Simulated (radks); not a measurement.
O2+, configuration 1s1 2s2 2p2 3d1 (not the ground configuration). Method: Dirac Kohn-Sham, LDA (Slater exchange, Perdew-Wang correlation), spin-unpolarised, spherical densities, point nucleus; open shells fill j = l - 1/2 first; computed with a radial shooting solver on a logarithmic mesh with Libxc functionals.

Unscreened Slater integrals over Kohn-Sham orbitals (cm^-1). Large and small components are both included. Empty in this configuration: 2p3/2.

F0(3d3/2,3d3/2): 63222
F2(3d3/2,3d3/2): 31751
F0(3d3/2,2p1/2): 83476
G1(3d3/2,2p1/2): 10912
F0(3d3/2,2s1/2): 83260
G2(3d3/2,2s1/2): 9423.9
F0(3d3/2,1s1/2): 84523
G2(3d3/2,1s1/2): 77.020
F0(3d3/2,2p3/2): 83473
F2(3d3/2,2p3/2): 15637
G1(3d3/2,2p3/2): 10937
G3(3d3/2,2p3/2): 6181.3
F0(2p1/2,2p1/2): 240000
F0(2p1/2,2s1/2): 224550
G1(2p1/2,2s1/2): 131890
F0(2p1/2,1s1/2): 333420
G1(2p1/2,1s1/2): 50596
F0(2p1/2,2p3/2): 239850
G2(2p1/2,2p3/2): 111740
F0(2s1/2,2s1/2): 214370
F0(2s1/2,1s1/2): 302000
G0(2s1/2,1s1/2): 25815
F0(2s1/2,2p3/2): 224430
G1(2s1/2,2p3/2): 131910
F0(1s1/2,1s1/2): 1069800
F0(1s1/2,2p3/2): 332930
G1(1s1/2,2p3/2): 50489
F0(2p3/2,2p3/2): 239690
F2(2p3/2,2p3/2): 111730
